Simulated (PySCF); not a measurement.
Species: 3-(trifluoromethyl)phenol, C₇H₅F₃O.
SMILES: `c1ccc(cc1O)C(F)(F)F`

Jobs on this species (16 atoms, 82 electrons) with PySCF (density fitting). Hardware of each: an Arm Neoverse V2 with one thread, no GPU (shared host). Other jobs ran on the host; a repeat could differ by tens of per cent or more.

| level and settings | work | basis functions | SCF cycles | wall time |
| --- | --- | --- | --- | --- |
| PBE0-D3(BJ)/def2-SVP, grid level 1 | geometry optimisation from a GFN2-xTB start | 179 | ? | ? |
| WP04/pcSseg-1, IEF-PCM chloroform | shieldings, ring-centre shieldings | 212 | 15 | 37 s |
| PBE0/pcSseg-1, IEF-PCM chloroform | shieldings, ring-centre shieldings, charges and field gradients | 212 | 14 | 36 s |
| PBE0/pcSseg-1, IEF-PCM tetrahydrofuran | shieldings, ring-centre shieldings | 212 | 14 | 35 s |
| wB97X-D/pcSseg-1, IEF-PCM chloroform | shieldings, ring-centre shieldings | 212 | 14 | 41 s |

Q: Fill in the missing figures.

A: 
- PBE0-D3(BJ)/def2-SVP, grid level 1; geometry optimisation from a GFN2-xTB start: 1.8 min, 47 SCF cycles

Q: What do all jobs in the table cost together?

A: About 4.3 min; the longest takes about 42 % of that, and about 3.1 times as long as the shortest.
